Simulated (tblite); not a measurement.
A tight-binding relaxation on `BC(B)(C)/C=C\C[SiH3]`.

Computed with GFN2-xTB geometry optimisation, gas phase (tblite 0.8.0). Start geometry: from a force field or distance geometry. The command runs a driver script over a list of jobs; the input below is this job's line of settings and its coordinates in Å.

Command:
```bash
OMP_NUM_THREADS=1 python probes_run.py task.json out
```

Input:
```
{"job": {"kind": "relax", "xc": "GFN2-xTB", "basis": "xTB"}, "charge": 0, "multiplicity": 1}
B     -1.609800     0.001800     1.350800
C     -1.252000    -0.284000    -0.193500
B     -0.950500     1.082600    -0.961500
C     -2.470200    -0.950100    -0.850200
C     -0.048900    -1.229300    -0.269200
C      1.205800    -0.997200     0.160200
C      1.717100     0.272900     0.798400
Si     2.849800     1.175700    -0.382600
H     -1.558800    -0.888700     2.128500
H     -2.396400     0.862200     1.604500
H     -0.808600     2.100200    -0.380700
H     -0.701800     1.055200    -2.115200
H     -3.371100    -0.297800    -0.785500
H     -2.713700    -1.915600    -0.334300
H     -2.268300    -1.179200    -1.908900
H     -0.216700    -2.199200    -0.721900
H      1.946000    -1.779200     0.009700
H      2.303800    -0.003300     1.703900
H      0.911200     0.959200     1.127400
H      3.360000     2.391800     0.262500
H      3.966900     0.304900    -0.745300
H      2.095800     1.536400    -1.598700
```

Problem. What does the run print?

Solution. 
```
step      E/eV     max force
  0    -597.68322    1.525
  1    -597.80362    1.199
  2    -597.87473    0.820
  3    -597.91533    0.585
  4    -597.94341    0.189
  5    -597.94790    0.147
  6    -597.95188    0.144
  7    -597.95459    0.141
  8    -597.95668    0.114
  9    -597.95865    0.149
... (139 lines left out)
149    -598.21100    0.012
150    -598.21104    0.015
151    -598.21108    0.018
152    -598.21113    0.017
153    -598.21117    0.016
154    -598.21121    0.016
155    -598.21124    0.011
156    -598.21127    0.013
157    -598.21130    0.012
158    -598.21133    0.009
```

«max force» is the largest atomic force in eV/Å.

Problem. From which step on does the largest force stay under 0.1 eV/Å, and how much energy is left to gain from there?

Solution. From step 75 (0.086 eV/Å), 25.9 meV above the end.

Main results: energy lowered by 12.2 kcal/mol over 158 steps; largest atomic force 0.009 eV/Å at the end.

Problem. Where do the atoms end?

Solution. 0.589 Å rms from the input after alignment:
```
atom  x, y, z in Å
B1    -1.7458    0.2814    1.2825
C2    -1.4869   -0.3529   -0.0921
B3    -0.7650    0.6388   -1.1266
C4    -2.6611   -1.1502   -0.6654
C5    -0.1796   -0.9935   -0.4939
C6     1.1074   -0.7903   -0.1286
C7     1.7211    0.1836    0.7965
Si8    3.0228    1.2762   -0.0846
H9    -0.9036    0.5864    2.0330
H10   -2.8558    0.4917    1.5954
H11   -0.1897    1.5810   -0.7410
H12   -0.9979    0.5396   -2.2725
H13   -3.5744   -0.5646   -0.5958
H14   -2.8097   -2.0728   -0.1026
H15   -2.5060   -1.4088   -1.7119
H16   -0.3245   -1.8113   -1.1933
H17    1.8363   -1.4616   -0.5776
H18    2.2447   -0.3733    1.5791
H19    0.9731    0.8074    1.2739
H20    3.6141    2.1579    0.9233
H21    4.0625    0.4040   -0.6410
H22    2.4078    2.0508   -1.1583
```

Problem. Estimate the wall time. Hardware: one thread of an Arm Neoverse V1, shared host with 32 logical CPUs at a one-minute load of 27.

Solution. About 1.4 s.
Labels such as C1 count atoms from 1, the log's own numbers from 0.
